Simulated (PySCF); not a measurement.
Planning a geometry optimisation on MoOCl3, `[O]=[Mo]([Cl])([Cl])[Cl]` [radical].

Method: PBE0-D3(BJ)/def2-SVP geometry optimisation, gas phase, def2 core potentials past Kr (PySCF 2.14.0). Work: geometry optimisation from a GFN2-xTB start, density fitting, unrestricted. A driver script takes a list of jobs; this job's settings line and coordinates (Å) are shown.

Input:
```
{"job": {"xc": "PBE0", "basis": "def2-SVP", "d3": "d3bj", "grid": 1, "maxiter": 40, "kind": "geom"}, "charge": 0, "multiplicity": 2}
Mo     0.217130    -0.002880     0.259750
O     -0.077830    -0.020270     1.866100
Cl     2.082160     0.007020    -0.750130
Cl    -1.110050     1.579970    -0.671130
Cl    -1.111410    -1.563850    -0.704590
```

Hardware: one thread of an x86-64 server, shared host.

The basis has 99 functions.

Problem. How long does the run take?

Solution. About 2.8 min. The run took 27 energy-and-gradient evaluations and 292 SCF cycles, 6.2 s an evaluation on average.

Problem. At this speed, how long would 1000 such jobs take on 32 cores, one job a core?

Solution. 1000/32 gives 32 rounds of 2.8 min, about 90 min of wall time and 47 core-hours, if the jobs don't slow each other.

Other jobs ran on the host; a repeat could differ by tens of per cent or more.

The run converged: final energy -1523.17686 Eh after 26 steps; dipole 0.89 D.
